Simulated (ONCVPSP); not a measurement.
## Logarithmic derivatives: H (Z = 1), ONCV

| Item | Value |
| --- | --- |
| Element | H |
| Generator | ONCVPSP 4.0.1 |
| Type | optimised norm-conserving Vanderbilt (ONCV) |
| Functional | PBEsol |
| Relativity | scalar-relativistic |
| Frozen core | none |
| Valence charge | 1 |
| Reference configuration | 1s1 |
| Partial waves | 1s: rc 1.35 bohr, ncon 3, nbas 6, qcut 4.1 1/bohr, 2 projectors, debl 1.1 Ha; p scattering state at 0.02 Ha: rc 1.30 bohr, ncon 4, nbas 8, qcut 6.3 1/bohr, 2 projectors, debl 0.9 Ha |
| Local potential | polynomial inside 0.85 bohr (lpopt 5, dvloc0 6 Ha) |
| Core correction | none |

The phase is arctan(r·R′/R) of the radial function R(r), unwrapped; energies in Ha, scanned from -2 to 5 Ha. A pole is an energy at which the radial function vanishes at the test radius. The pseudo phase is shifted by a multiple of π to meet the all-electron one at the reference energy, and phase errors are pseudo minus all-electron; the curves can meet again beyond the range given. Levels narrower than the energy grid can be missing from the lists of poles.

For each channel, where are the poles, and over which energies does the pseudopotential scatter like the atom?

```csv
channel,radius (bohr),reference energy (Ha),"poles, all-electron","poles, pseudo",unbroken range about the reference energy with phases within 0.05 rad,phase error 1 Ha above the reference energy (rad)
s,1.37,-0.23,1.02,1.02,the whole range,-0.000
p,1.32,0.02,4.67,4.67,the whole range,+0.000
```

Phases in the s channel:

| E (Ha) | all-electron | pseudo |
| --- | --- | --- |
| -1.98 | 0.891 | 0.891 |
| -1.80 | 0.823 | 0.823 |
| -1.62 | 0.737 | 0.737 |
| -1.44 | 0.625 | 0.625 |
| -1.26 | 0.479 | 0.480 |
| -1.08 | 0.289 | 0.289 |
| -0.90 | 0.048 | 0.048 |
| -0.72 | -0.232 | -0.232 |
| -0.54 | -0.514 | -0.514 |
| -0.36 | -0.763 | -0.763 |
| -0.18 | -0.963 | -0.963 |
| 0.00 | -1.118 | -1.118 |
| 0.18 | -1.238 | -1.238 |
| 0.36 | -1.333 | -1.333 |
| 0.54 | -1.411 | -1.411 |
| 0.72 | -1.477 | -1.477 |
| 0.90 | -1.535 | -1.535 |
| 1.08 | -1.587 | -1.587 |
| 1.26 | -1.636 | -1.636 |
| 1.44 | -1.684 | -1.684 |
| 1.62 | -1.731 | -1.731 |
| 1.80 | -1.781 | -1.781 |
| 1.98 | -1.835 | -1.835 |
| 2.16 | -1.896 | -1.895 |
| 2.34 | -1.966 | -1.966 |
| 2.52 | -2.051 | -2.050 |
| 2.70 | -2.158 | -2.156 |
| 2.88 | -2.295 | -2.291 |
| 3.06 | -2.475 | -2.469 |
| 3.24 | -2.710 | -2.700 |
| 3.42 | -2.996 | -2.982 |
| 3.60 | -3.301 | -3.283 |
| 3.78 | -3.577 | -3.560 |
| 3.96 | -3.799 | -3.783 |
| 4.14 | -3.967 | -3.953 |
| 4.32 | -4.093 | -4.080 |
| 4.50 | -4.189 | -4.178 |
| 4.68 | -4.264 | -4.253 |
| 4.86 | -4.324 | -4.314 |
